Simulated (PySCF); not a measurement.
Gas-phase reaction: 2 GeHF3 + 5 H2 = Ge2H6 + 6 HF

Computed with PySCF and rigid-rotor harmonic-oscillator thermochemistry at 1 bar. † marks an energy on the PBE0/def2-TZVP geometry and frequencies; other levels use their own. CCSD(T) freezes the core. All species are closed-shell singlets. Ge: all electrons, no relativistic terms. GeHF3: computed as isolated molecules; such fragments, hydroxides, amides, oligomers or adducts are transient or little studied in the gas. CCSD(T) isn't extrapolated to the basis-set limit.

PBE0/def2-SVP† gives ΔH°(298 K) = 325 kJ.

Question: What do M06-2X/def2-TZVP†, CCSD(T)/def2-TZVPP†, PBE0/def2-TZVP give?

Answer: M06-2X/def2-TZVP†: 453 kJ; CCSD(T)/def2-TZVPP†: 304 kJ; PBE0/def2-TZVP: 301 kJ. For scale, ΔH°(298 K) is 325 kJ at this level, 351 kJ at ωB97M-V/def2-TZVP†, and runs from 268 to 562 kJ over the 19 levels computed.
